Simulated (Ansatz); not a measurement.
System: BiBr₂ (charge +1, singlet). It need not be the lowest isomer of its formula. SMILES: [Br][Bi+][Br]
Geometry: optimised at B3LYP-D3(BJ)/def2-TZVP (Ansatz, a first-principles code).

Parts of the frozen-core correlation energy in def2-SVPD (Ansatz, hartree). Frozen orbitals: 37; correlated occupied orbitals by spin: 9 and 9; virtual: 68 and 68. No spin-orbit coupling. Past Kr the def2 sets carry scalar-relativistic core potentials.

```csv
term,value
reference (HF),-5357.56206
MP2 opposite-spin,…
MP2 same-spin,…
CCSD correlation,-0.34489
(T),…
T1 diagnostic,0.024
largest doubles amplitude,0.050
```

Task: Fill in the missing entries.

Result: 
- MP2 opposite-spin, value: -0.23329
- MP2 same-spin, value: -0.08661
- (T), value: -0.01453
